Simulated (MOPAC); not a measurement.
MOPAC input (PM7):

```
PM7 FORCE THERMO(298,298) PRECISE LET UHF MS=0.5 GEO-OK AUX(PRECISION=9) THREADS=1
F2GeI

F    -1.74641571 1    1.19460600 1    0.08311405 1
Ge   -1.03252964 1    0.01761615 1    0.03155649 1
F    -1.78623849 1   -1.13443979 1    0.07983226 1
I     1.13014199 1   -0.01916107 1   -0.11533264 1
```

From the output:

```
     I    4   0.514489   1.652315   0.514486   2.403819

          HEAT OF FORMATION =    -130.939935 KCALS/MOLE

          ZERO POINT ENERGY       2.946 KCAL/MOL

           NORMAL COORDINATE ANALYSIS (Total motion = 1 Angstrom)

   Root No.       1         2         3         4         5         6

                 1 B1      1 B2      1 A1      2 A1      3 A1      2 B2

                  94.0     157.3     211.4     281.4     643.0     673.5

           1   -0.0000   -0.1221    0.0114   -0.1626    0.4418    0.4115
           2    0.0000    0.3618    0.4415   -0.1297    0.0021   -0.0133
           3   -0.3568    0.0000    0.0000    0.0000   -0.0000   -0.0000
           4    0.0000   -0.1416    0.0083   -0.2007   -0.0578   -0.1471
           5   -0.0000   -0.0894   -0.0131    0.3178    0.0916   -0.0929
           6    0.2501    0.0000   -0.0000    0.0000    0.0000    0.0000
           7   -0.0000    0.2743   -0.4036    0.1870   -0.1918    0.1648
           8    0.0000   -0.2657    0.1795    0.0911   -0.3980    0.3773
           9   -0.3568   -0.0000    0.0000    0.0000   -0.0000    0.0000
          10   -0.0000    0.0582    0.0540    0.1112   -0.0044   -0.0021
          11    0.0000    0.0368   -0.0855   -0.1760    0.0069   -0.0014
          12   -0.0362   -0.0000   -0.0000   -0.0000   -0.0000   -0.0000

           MASS-WEIGHTED COORDINATE ANALYSIS (NORMAL COORDINATES)

   Root No.       1         2         3         4         5         6

                 1 B1      1 B2      1 A1      2 A1      3 A1      2 B2

                  94.0     157.3     211.4     281.4     643.0     673.5

           1   -0.0000   -0.1861    0.0168   -0.1699    0.6694    0.6103
           2    0.0000    0.5515    0.6515   -0.1355    0.0032   -0.0198
           3   -0.5034    0.0001    0.0000    0.0000   -0.0000   -0.0000
           4    0.0000   -0.4218    0.0239   -0.4100   -0.1713   -0.4263
           5   -0.0001   -0.2664   -0.0379    0.6491    0.2711   -0.2693
           6    0.6898    0.0000   -0.0000    0.0001    0.0000    0.0000
           7   -0.0000    0.4180   -0.5955    0.1953   -0.2905    0.2444
           8    0.0000   -0.4050    0.2648    0.0952   -0.6030    0.5596
           9   -0.5034   -0.0001    0.0000    0.0000   -0.0000    0.0000
          10   -0.0000    0.2293    0.2058    0.3002   -0.0171   -0.0082
          11    0.0000    0.1448   -0.3259   -0.4753    0.0270   -0.0052
          12   -0.1322   -0.0000   -0.0000   -0.0001   -0.0000   -0.0000

          DESCRIPTION OF VIBRATIONS

 VIBRATION          1    1B1         ATOM PAIR     ENERGY CONTRIBUTION    RADIAL
 FREQUENCY            93.95         F 1 -- Ge2         +40.7% ( 73.0%)      0.0%
 TRANSITION DIPOLE   1.0436         Ge2 -- F 3         +40.7% ( 73.0%)      0.0%
 TRAVEL (Ang.)       0.1948         Ge2 -- I 4         +18.6% ( 49.4%)      0.0%
 REDUCED MASS       18.9107
 EFFECTIVE MASS     41.7717
 FORCE CONSTANT      0.0984

 VIBRATION          2    1B2         ATOM PAIR     ENERGY CONTRIBUTION    RADIAL
 FREQUENCY           157.32         Ge2 -- I 4         +35.5% (111.3%)      0.0%
 TRANSITION DIPOLE   1.3426         F 1 -- Ge2         +32.3% (106.2%)      7.7%
 TRAVEL (Ang.)       0.2119         Ge2 -- F 3         +32.3% (106.2%)      7.7%
 REDUCED MASS        9.5443
 EFFECTIVE MASS     54.2222
 FORCE CONSTANT      0.1392

 VIBRATION          3    1A1         ATOM PAIR     ENERGY CONTRIBUTION    RADIAL
 FREQUENCY           211.36         F 1 -- Ge2         +43.2% ( 53.0%)      0.0%
 TRANSITION DIPOLE   0.8665         Ge2 -- F 3         +43.2% ( 53.0%)      0.0%
 TRAVEL (Ang.)       0.1818         Ge2 -- I 4         +13.6% ( 29.7%)    100.0%
 REDUCED MASS        9.6547
 EFFECTIVE MASS     32.5264
 FORCE CONSTANT      0.2541

 VIBRATION          4    2A1         ATOM PAIR     ENERGY CONTRIBUTION    RADIAL
 FREQUENCY           281.45         Ge2 -- I 4         +49.6% (105.4%)    100.0%
 TRANSITION DIPOLE   5.5556         Ge2 -- F 3         +25.2% ( 75.1%)      8.6%
 TRAVEL (Ang.)       0.0794         F 1 -- Ge2         +25.2% ( 75.1%)      8.6%
 REDUCED MASS       37.9883
 EFFECTIVE MASS     86.1716
 FORCE CONSTANT      1.7729

 VIBRATION          5    3A1         ATOM PAIR     ENERGY CONTRIBUTION    RADIAL
 FREQUENCY           642.98         Ge2 -- F 3         +49.0% ( 70.1%)     90.8%
 TRANSITION DIPOLE   2.9530         F 1 -- Ge2         +49.0% ( 70.1%)     90.8%
 TRAVEL (Ang.)       0.1118         Ge2 -- I 4          +2.1% ( 14.4%)    100.0%
 REDUCED MASS        8.3963
 EFFECTIVE MASS     23.1376
 FORCE CONSTANT      2.0452

 VIBRATION          6    2B2         ATOM PAIR     ENERGY CONTRIBUTION    RADIAL
 FREQUENCY           673.46         Ge2 -- F 3         +47.1% ( 74.0%)     94.5%
 TRANSITION DIPOLE   3.2418         F 1 -- Ge2         +47.1% ( 74.0%)     94.5%
 TRAVEL (Ang.)       0.1002         Ge2 -- I 4          +5.8% ( 26.1%)      0.0%
 REDUCED MASS        9.9746
 EFFECTIVE MASS     29.4067
 FORCE CONSTANT      2.6654

      SYMMETRY NUMBER FOR POINT-GROUP C2v =  2

          SYSTEM IS A GROUND STATE

 F2GeI

          MOLECULE IS NOT LINEAR

          THERE ARE  6 GENUINE VIBRATIONS IN THIS SYSTEM
          THIS THERMODYNAMICS CALCULATION IS LIMITED TO
          MOLECULES WHICH HAVE NO INTERNAL ROTATIONS

                    CALCULATED THERMODYNAMIC PROPERTIES
                                          *
   TEMP. (K)   PARTITION FUNCTION   H.O.F.    ENTHALPY  HEAT CAPACITY ENTROPY
                                   KCAL/MOL   CAL/MOLE    CAL/K/MOL  CAL/K/MOL

 298.00  VIB.     0.1181D+02                  1646.1878     9.2007    10.4305
         ROT.     0.1054D+06                   888.2803     2.9808    25.9640
         INT.     0.1245D+07                  2534.4681    12.1815    36.3944
         TRA.     0.3538D+28                  1480.4672     4.9680    42.2941
         TOT.                     -130.940    4014.9352    17.1495    78.6885

   *: NOTE: HEATS OF FORMATION ARE RELATIVE TO THE
            ELEMENTS IN THEIR STANDARD STATE AT 298K
              (=  Standard Enthalpy of Formation).

            Hvib:  Zero-point energy is not included.
                   frequencies of less than zero cm-1 are not included.
            Hrot = (3/2)RT
            Htra = (3/2)RT + pV = (5/2)RT

            Heat capacity is Cp, not Cv

          For more information, see: HTTP://OpenMOPAC.net/Manual/thermochemistry.html

           FORCE CONSTANT IN CARTESIAN COORDINATES (Millidynes/A)

    ATOM   CHEMICAL       X               Y               Z
   NUMBER   SYMBOL  FORCE CONSTANT  FORCE CONSTANT  FORCE CONSTANT

      1       F        3.999490        0.314859        0.025041
      2      Ge        4.803209        4.211897        0.180054
      3       F        0.953412        3.360937        0.025041
      4       I        0.783866        1.755183        0.011455

 **********************
 *                    *
 * JOB ENDED NORMALLY *
 *                    *
 **********************
```
